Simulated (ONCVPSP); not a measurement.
**Configuration tests for nitrogen (ONCV)**

N, optimised norm-conserving Vanderbilt (ONCV), made with ONCVPSP 4.0.1 (PBE, scalar-relativistic). Core [He], reference 2s2 2p3. Waves: 2s: rc 0.85 bohr, ncon 4, nbas 8, qcut 5.9 1/bohr, 2 projectors, debl 2.7 Ha; 2p: rc 1.25 bohr, ncon 4, nbas 8, qcut 6.8 1/bohr, 2 projectors, debl 0.8 Ha; d scattering state at 0.15 Ha: rc 1.25 bohr, ncon 4, nbas 8, qcut 8.1 1/bohr, 1 projector. Local part: polynomial inside 0.75 bohr (lpopt 5, dvloc0 6 Ha). Core correction: Teter function, fcfact 3, rcfact 1.2.

Energies are relative to the spin-unpolarised reference configuration 2s2 2p3; without spin polarisation the order of configurations can differ from experiment.

| valence configuration | charge | ΔE all-electron (eV) | error AE − PS (meV) |
| --- | --- | --- | --- |
| 2s2 2p1 | +2 | 42.445 | +136 |
| 2s2 2p0 | +3 | 89.527 | +645 |

(1) What are ΔE and the potential's error for 2s2 2p2?

(2) What are ΔE and the potential's error for 2s2 2p2.5?

## Answers

(1) ΔE = 13.591 eV all-electron; the error (AE − PS) is +14 meV.

(2) ΔE = 5.093 eV all-electron; the error (AE − PS) is +1.8 meV.
